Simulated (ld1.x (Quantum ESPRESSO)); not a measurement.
## Which change was made? (Sb, RRKJ)

Sb, norm-conserving RRKJ (Kleinman–Bylander form), made with ld1.x (Quantum ESPRESSO) 7.5 (LDA (PZ), scalar-relativistic). Core [Kr], reference 4d10 5s2 5p0 (charge +3). Waves: 5s (bound): rc 1.90 bohr; 4d (bound): rc 1.60 bohr; 5p (bound, empty): rc 2.05 bohr. Local part: the p channel. Core correction: Bessel-smoothed model core inside 1.10 bohr. rho0 = 0.001.

Cutoffs, loose and tight: the cutoffs (Ry, on a coarse ladder) from which the occupation-weighted sum of valence levels, in a spherical-Bessel basis at the reference potential, stays within 10 and 1 mRy of its value at 400 Ry. They do not see the model core or the augmentation charge, which bear on the density cutoff. Test errors are all-electron minus pseudo excitation energies from the reference, over the configurations 4d10 5s2 5p3; 4d10 5s2 5p2; 4d10 5s2 5p1; 4d10 5s2 5p2.5; 4d10 5s2 5p3.3; 4d9 5s2 5p4; 4d10 5s1 5p0 (two spin-polarised tests are not counted in the largest error); variants that change the core or the reference have their own tests. The largest error is taken over the tests solved by every variant that gives reliable tests at all, those not shown here included: 4d10 5s1 5p0; 4d10 5s2 5p1; 4d10 5s2 5p2; 4d10 5s2 5p2.5; 4d10 5s2 5p3; 4d9 5s2 5p4.

The base gives: outcome: generated; cutoff, loose: 70 Ry; cutoff, tight: 100 Ry; bound ghosts: none; largest test error (meV): -557.

Q: After one change the result is: outcome: generated; cutoff, loose: 55 Ry; cutoff, tight: 80 Ry; bound ghosts: none; largest test error (meV): -383. Which change was it?
A. wave 4d (bound): rc 1.60 bohr becomes 4d (bound): rc 1.82 bohr
B. wave 4d (bound): rc 1.60 bohr becomes 4d (bound): rc 1.06 bohr
C. wave 4d (bound): rc 1.60 bohr becomes 4d (bound): rc 2.40 bohr

A: A. The others give: wave 4d (bound): rc 1.60 bohr becomes 4d (bound): rc 2.40 bohr → outcome: generated; cutoff, loose: 40 Ry; cutoff, tight: 50 Ry; bound ghosts: none; largest test error (meV): +311 | wave 4d (bound): rc 1.60 bohr becomes 4d (bound): rc 1.06 bohr → outcome: generated; cutoff, loose: 140 Ry; cutoff, tight: 230 Ry; bound ghosts: none; largest test error (meV): -686.
